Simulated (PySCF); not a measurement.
The vertical singlet excitations below were computed for one of the candidates. Level of theory: TDDFT B3LYP/def2-SVPD, vertical, gas phase, core orbitals frozen in the response (PySCF 2.14.0, density-fitted response routines). Geometries: GFN2-xTB, one conformer each.

```json
{"state": "S1", "E (eV)": "3.80", "f": "0.0002"}
{"state": "S2", "E (eV)": "5.03", "f": "0.0042"}
{"state": "S3", "E (eV)": "5.27", "f": "0.0004"}
{"state": "S4", "E (eV)": "5.49", "f": "0.0084"}
{"state": "S5", "E (eV)": "5.87", "f": "0.593"}
{"state": "S6", "E (eV)": "6.33", "f": "0.0045"}
{"state": "S7", "E (eV)": "6.56", "f": "0.0050"}
{"state": "S8", "E (eV)": "6.65", "f": "0.133"}
```

Triplets computed (Tamm–Dancoff): 3.34, 3.94, 4.45 eV.

Orbital energies (eV): HOMO-3 -9.38, HOMO-2 -8.75, HOMO-1 -8.00, HOMO -7.25, LUMO -1.97, LUMO+1 -1.42, LUMO+2 -0.30.

Question: Which structure fits?
A. `CC(=O)N/C=C\CCl`
B. `Cl[SiH](Cl)C=C=CC(=O)C`
C. `C#C[C@@H]1C(=O)[SiH2][C@@H]1[SiH3]`

Answer: B. Its S1 lies at 3.80 eV; the nearest of the others has S1 at 3.22 eV. S1 is HOMO→LUMO (97%). Löwdin shares by element: HOMO oxygen 58%, carbon 28% or more; LUMO carbon 55% or more, oxygen 21% (atoms not listed hold the other 24%). At the same level the other candidates give, for their lowest levels:
- `C#C[C@@H]1C(=O)[SiH2][C@@H]1[SiH3]`: 3.22 eV (f 0.001); 4.94 eV (f 0.001); 5.07 eV (f 0.045); 5.29 eV (f 0.012); 5.70 eV (f 0.030); T1 2.62 eV; HOMO -6.69, LUMO -1.96 eV
- `CC(=O)N/C=C\CCl`: 5.09 eV (f 0.024); 5.11 eV (f 0.337); 5.80 eV (f 0.013); 6.15 eV (f 0.079); 6.30 eV (f 0.007); T1 3.61 eV; HOMO -6.69, LUMO -1.19 eV

The values belong to the conformer `[CH3:1][C:2](=[O:3])[CH:4]=[C:5]=[CH:6][SiH:7]([Cl:8])[Cl:9]`: C1–C2–C4–C5 6°, C5–C6–Si7–Cl8 11°.
